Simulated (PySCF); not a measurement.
Computed IR spectrum (relative IR intensity) of a molecule FH6NOSi2. Coordinates come from a PBE-D3(BJ)/def2-SVP optimisation. One conformer was computed; it need not be the lowest. These are PBE-D3(BJ)/def2-SVP in PySCF 2.14.0 values and carry that method's errors. Frequencies are harmonic and unscaled.

Lines under 2 % of the strongest are left out, and lines within 2 cm⁻¹ are merged.

ν (cm⁻¹): 191 (m), 253 (vw), 276 (w), 360 (vw), 447 (m), 691 (m), 741 (m), 776 (s), 802 (vw), 865 (vs), 894 (w), 912 (s), 924 (s), 947 (s), 972 (w), 1158 (vs), 2150 (s), 2156 (m), 2189 (m), 2229 (m), 3484 (w), 3778 (m) (against the strongest line: vs over 80 %, s over 45 %, m over 15 %, w over 4 %, vw less)

### Question
Identify the compound among the candidates.
A. N[Si@@](O)(F)[SiH3]
B. N[Si@@H](O)[SiH2]F
C. N[SiH2][Si@@H](O)F
D. O[Si@H](F)N[SiH3]

### Answer
D, O[Si@H](F)N[SiH3]
